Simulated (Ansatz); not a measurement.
(LiSH)3 ring (Li₃H₃S₃). Charge 0, multiplicity 1. Geometry r2SCAN-D4/def2-SVP; atoms count from 1.

```xyz
9

Li   -0.255   -1.879   -0.539
S    -0.403   -0.594   -2.468
Li   -0.271    1.432   -1.338
S    -0.012    2.467    0.727
Li    0.040    0.472    1.915
S    -0.013   -1.844    1.769
H     0.895   -0.677   -2.839
H     1.324    2.667    0.657
H    -1.305   -2.044    2.115
```

**Question.** Estimate the Mulliken populations from the PBE0/def2-TZVP orbitals of Ansatz.

**Answer.** 
```csv
atom,charge (e)
Li1,0.68
S2,-0.84
Li3,0.68
S4,-0.84
Li5,0.68
S6,-0.84
H7,0.17
H8,0.17
H9,0.17
```
Mulliken values and Mayer orders depend strongly on the basis.
